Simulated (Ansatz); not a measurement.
`CN[SiH2][SiH3]` + `CC[TeH]` → `CC[Te][SiH3]` + `CN[SiH3]` at 700 K and 1 bar (cleavage of the Si–Si bond).

Isolated molecules relaxed with PBE0-D4/def2-TZVP in Ansatz; ΔE leaves out vibrations. CBS: MP2 limit from def2 TZ/QZ plus the TZ coupled-cluster correction, frozen cores. Elements past krypton have def2 core potentials. For Te outer-core shells are correlated without core-valence functions, which leaves a few kJ/mol of doubt a bond. One conformer a species, not always the lowest.

```
         species  CCSD(T)/CBS energy (Eh)  H − E (kJ/mol)  S (J/(mol·K))
`CN[SiH2][SiH3]`               -676.32808           342.4          502.6
       `CC[TeH]`               -347.43450           246.7          397.8
  `CC[Te][SiH3]`               -637.73763           320.5          499.9
      `CN[SiH3]`               -386.04948           271.2          396.1
```

H − E and S are ideal-gas, rigid-rotor, harmonic terms from PBE0-D4/def2-TZVP, for one conformer and one mirror image of each species. 1 Eh = 2625.50 kJ/mol, R = 8.31446 J/(mol·K).

By hand: ΔE, ΔH, ΔS and ΔG.

ΔE = (-637.73763) + (-386.04948) − (-676.32808) − (-347.43450) = -0.02453 Eh = -64.4 kJ/mol. Δ(H − E) = 320.5 + 271.2 − 342.4 − 246.7 = 2.6, so ΔH = -61.8 kJ/mol. ΔS = 499.9 + 396.1 − 502.6 − 397.8 = -4.4 J/(mol·K). ΔG = -61.8 − 700 × (-4.4)/1000 = -58.7 kJ/mol.

By hand: the equilibrium constant, and the temperature at which ΔG would vanish if ΔH and ΔS stayed fixed.

log₁₀ K = −ΔG/(RT ln 10) = 4.4. ΔG = 0 at ΔH/ΔS = 14045 K, far beyond where these terms or the molecules hold.

The number of gas molecules stays the same, so ΔS is small and ΔH decides. A doubt of 5 kJ/mol in ΔE shifts log₁₀ K by 0.4 here. Other conformers and mirror images would add mixing entropy, several J/(mol·K) or more a flexible species. Modes under 60 cm⁻¹, often nearly free rotors, make the harmonic entropy too high. These are equilibria of isolated gas molecules and say nothing of rates. Largest T1 diagnostic: 0.012 (customary marks: 0.02 for closed shells, 0.045 for open ones).
